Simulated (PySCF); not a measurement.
## Cr³⁺ (chromium, charge +3) across methods

[Ar] 3d3, high-spin 4F determinant. Computed with PySCF 2.14 in def2-TZVPPD (6s6p4d2f1g, 67 functions), with the non-relativistic Hamiltonian (point nucleus).

| method | E (hartree) | mean ε 3p α (eV) | mean ε 3p β (eV) | mean ε 3d α (eV) | Σ⟨r²⟩ (bohr²) | ⟨S²⟩ |
| --- | --- | --- | --- | --- | --- | --- |
| r2SCAN | -1042.376 | -86.178 | -82.152 | -41.528 | 13.17 | 3.751 |
| wB97X | -1042.418 | -90.801 | -86.798 | -45.699 | 13.15 | 3.751 |
| PBE | -1042.134 | -84.707 | -81.404 | -40.906 | 13.26 | 3.750 |
| wB97X-V | -1042.279 | -90.913 | -86.932 | -45.851 | 13.21 | 3.751 |
| LDA | -1040.076 | -84.708 | -81.494 | -40.930 | 13.27 | 3.750 |
| TPSS | -1042.429 | -85.116 | -81.654 | -40.956 | 13.23 | 3.751 |
| PBE0 | -1042.193 | -88.805 | -84.358 | -43.515 | 13.20 | 3.751 |
| wB97M-V | -1042.353 | -91.049 | -86.938 | -45.870 | 13.23 | 3.751 |
| UHF | -1041.46340 | -100.00 | -91.633 | -50.540 | 13.13 | 3.752 |
